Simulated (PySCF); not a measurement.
A run for PySCF: U-B3LYP/6-31G* on C6H4 (SMILES [c]1cc[c]cc1), 2S+1 = 1, a spin state set in the input, which need not be the lowest.

```python
from pyscf import gto, scf, dft, mp
from pyscf.data.elements import chemcore

mol = gto.M(
    atom='''
    C    -0.05294318    1.33068745   -0.04311261
    C     1.18614664    0.75590661   -0.03661617
    C     1.24248700   -0.66016638    0.00926282
    C     0.05294318   -1.33068745    0.04311261
    C    -1.18614664   -0.75590661    0.03661617
    C    -1.24248700    0.66016638   -0.00926282
    H     2.10597572    1.32590280   -0.06448014
    H     2.20472031   -1.15596898    0.01592940
    H    -2.10597572   -1.32590280    0.06448014
    H    -2.20472031    1.15596898   -0.01592940
    ''',
    basis='6-31g*',
    cart=True,
    charge=0, spin=0, verbose=3, max_memory=1800)
mf = dft.UKS(mol, xc='b3lyp')
mf.conv_tol = 1e-8
mf.max_cycle = 100
mf.init_guess_breaksym = True
mf.kernel()
if not mf.converged:
    mf = mf.newton().run(mf.mo_coeff, mf.mo_occ)
for _ in range(4):
    mo, _, stable, _ = mf.stability(return_status=True)
    if stable:
        break
    mf.kernel(mf.make_rdm1(mo, mf.mo_occ))
```

Program output:

```
converged SCF energy = -230.840841562749  <S^2> = 1.6562396e-10  2S+1 = 1
<class 'pyscf.dft.uks.UKS'> wavefunction has an internal instability
converged SCF energy = -230.875247317874  <S^2> = 0.94654999  2S+1 = 2.1877386
<class 'pyscf.dft.uks.UKS'> wavefunction is stable in the internal stability analysis
```

The calculation finished and met its thresholds. Its determinant has ⟨S²⟩ = 0.95, a mixture of spin states.

Cost: roughly 2.6 core-minutes.
